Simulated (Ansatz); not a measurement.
Ansatz results at the PBE0-D4/def2-TZVP geometry: HOMO energy (ωB97M-V/def2-TZVPP) -7.86 eV; HOMO–LUMO gap (PBE0/def2-TZVPP) 4.36 eV; LUMO energy (B3LYP/def2-TZVPP) -1.76 eV.

Each molecule was computed in one conformer, which needn't be the lowest.

(1) Which molecule gave them?
A. `O=CC=O`
B. `C[Si@H]1C[Si@@H]1[SiH3]`
C. `NB1B[SiH2]1`
D. `CN1[SiH2]C1F`

Results:

(1) C. The others give `O=CC=O`: -10.22, 4.71, -3.40; `CN1[SiH2]C1F`: -9.45, 6.77, -0.65; `C[Si@H]1C[Si@@H]1[SiH3]`: -8.01, 4.82, -1.44.

B3LYP here is the variant with VWN-RPA as its local correlation; programs differ in this.
